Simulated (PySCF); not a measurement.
All values below come from PySCF with PBE-D3(BJ)/def2-TZVP // PBE0-D3(BJ)/def2-TZVP. Isolated molecules, 0 K electronic values unless said otherwise. 

Reference species (SMILES): `C1[SiH2][SiH2]1` (neutral, multiplicity 1).

```json
{
  "dipole_moment": "0.52 D",
  "LUMO": "-0.96 eV"
}
```

Changed species: `[SiH2]=C[SiH3]`.

Problem. Give the shifts of the dipole moment and LUMO.

Solution. the dipole moment goes up by 1.07 D, to 1.59 D; the LUMO falls by 1.49 eV, to -2.45 eV.
